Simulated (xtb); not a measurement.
I₃Sn (SMILES [I][Sn]([I])[I]), doublet, at a GFN2-xTB geometry (such geometries of metal compounds can be far from the true shape) (the spin is typed, not shown lowest); GFN1-xTB run with xtb 6.7.1.

xtb was given this input:
```
$ xtb mol.xyz --gfn 1 --uhf 1 --hess --json

# file mol.xyz
4

Sn     0.19653030     0.57148953     0.38176177
I      2.43186578    -0.56487896    -0.82720222
I     -0.99716560    -1.30886706     2.05179207
I     -1.62010612     1.33460495    -1.58474247
```

Output, abridged:

```
   ID    Z sym.   atoms
    1   50 Sn     1
    2   53 I      2-4

           -------------------------------------------------
          |                Calculation Setup                |
           -------------------------------------------------

           -------------------------------------------------
          |                 G F N 1 - x T B                 |
           -------------------------------------------------

          ...................................................
          :                      SETUP                      :
          :.................................................:
          :  # basis functions                  40          :
          :  # atomic orbitals                  36          :
          :  # shells                           12          :
          :  # electrons                        25          :
          :  # halogen bonds                     0          :
          :  max. iterations                   250          :
          :  Hamiltonian                  GFN1-xTB          :
          :  restarted?                      false          :
          :  GBSA solvation                  false          :
          :  PC potential                    false          :
          :  electronic temp.          300.0000000     K    :
          :  accuracy                    1.0000000          :
          :  -> integral cutoff          0.2500000E+02      :
          :  -> integral neglect         0.1000000E-07      :
          :  -> SCF convergence          0.1000000E-05 Eh   :
          :  -> wf. convergence          0.2000000E-04 e    :
          :  Broyden damping             0.4000000          :
          :  net charge                          0          :
          :  unpaired electrons                  1          :
          ...................................................

 iter      E             dE          RMSdq      gap      omega  full diag
   1    -14.0887613 -0.140888E+02  0.734E+00    3.52       0.0  T
   2    -14.3406276 -0.251866E+00  0.700E+00    5.29       1.0  T
   3    -14.4611808 -0.120553E+00  0.291E+00    4.53       1.0  T
   4    -14.4636800 -0.249923E-02  0.150E+00    4.08       1.0  T
   5    -14.4738454 -0.101654E-01  0.127E-01    4.28       1.0  T
   6    -14.4738908 -0.454562E-04  0.112E-02    4.27       4.5  T
   7    -14.4738914 -0.507942E-06  0.268E-03    4.27      18.7  T
   8    -14.4738914 -0.301289E-07  0.201E-04    4.27     248.7  T
[...]
         :: total energy             -14.464431697344 Eh    ::
[...]
       4    169.43    -0.72802 ( 99.25%)    -0.69499 (  0.75%)    -0.72777
       5    220.70    -0.58239 ( 99.74%)    -0.61668 (  0.26%)    -0.58248
       6    220.70    -0.58239 ( 99.74%)    -0.61668 (  0.26%)    -0.58248
   ------------------------------------------------------------------------

   temp. (K)  partition function   enthalpy   heat capacity  entropy
                                   cal/mol     cal/K/mol   cal/K/mol   J/K/mol
 298.15  VIB   339.                 2600.327     10.177     18.775
         ROT  0.181E+07              888.752      2.981     31.610
         INT  0.613E+09             3489.079     13.158     50.385
         TR   0.108E+29             1481.254      4.968     44.492
         TOT                        4970.3329    18.1262    94.8767   396.9642

       T/K    H(0)-H(T)+PV         H(T)/Eh          T*S/Eh         G(T)/Eh
   ------------------------------------------------------------------------
    298.15    0.792073E-02    0.968587E-02    0.450790E-01   -0.353931E-01
   ------------------------------------------------------------------------

         :::::::::::::::::::::::::::::::::::::::::::::::::::::
         ::                  THERMODYNAMIC                  ::
         :::::::::::::::::::::::::::::::::::::::::::::::::::::
         :: total free energy         -14.499824826438 Eh   ::
         ::.................................................::
         :: total energy              -14.464431697344 Eh   ::
         :: zero point energy           0.001765136352 Eh   ::
         :: G(RRHO) w/o ZPVE           -0.037158265446 Eh   ::
         :: G(RRHO) contrib.           -0.035393129094 Eh   ::
         :::::::::::::::::::::::::::::::::::::::::::::::::::::

           -------------------------------------------------
          | TOTAL ENERGY              -14.464431697344 Eh   |
          | TOTAL ENTHALPY            -14.454745831286 Eh   |
          | TOTAL FREE ENERGY         -14.499824826438 Eh   |
          | GRADIENT NORM               0.020212038130 Eh/α |
          | HOMO-LUMO GAP               4.269457581335 eV   |
           -------------------------------------------------
########################################################################
[WARNING] Runtime exception occurred
-1- hessian_numhess: Hessian on incompletely optimized geometry!
########################################################################

normal termination of xtb
```
